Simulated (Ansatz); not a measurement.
C$_{2}$H$_{7}$BO$_{2}$Si, SMILES `B/C(O)=C(/O)[SiH3]` from Hartree–Fock to CCSD(T)

```xyz
13

B    -0.112    1.947   -0.001
C    -0.388    0.720   -0.844
O    -0.908    0.838   -2.095
C    -0.105   -0.507   -0.327
O    -0.373   -1.576   -1.128
Si    0.614   -0.824    1.380
H    -0.334    3.053   -0.389
H     0.348    1.782    1.095
H    -1.011   -0.046   -2.470
H    -0.143   -2.396   -0.680
H     0.711   -2.318    1.408
H    -0.274   -0.401    2.488
H     1.976   -0.273    1.563
```

Charge 0, multiplicity 1. All single points use the PBE0-D4/def2-TZVP geometry. It is one conformer, not always the lowest. Frozen core, restricted reference, the Gaussian-basis code of Ansatz. CBS rows extrapolate triple and quadruple zeta; past MP2 they add the triple-zeta difference.

```json
{"basis": "def2-TZVPP", "HF (Eh)": "-543.22223", "MP2 corr.": "-1.02415", "CCSD corr.": "-1.06783", "(T)": "-0.04542", "CCSD(T) total": "-544.33548"}
{"basis": "def2-QZVPP", "HF (Eh)": "-543.24329", "MP2 corr.": "-1.09943", "CCSD corr.": "–", "(T)": "–", "CCSD(T) total": "–"}
{"basis": "CBS(def2)", "HF (Eh)": "-543.24619", "MP2 corr.": "-1.15519", "CCSD corr.": "-1.19887", "(T)": "as TZ", "CCSD(T) total": "-544.49048"}
```
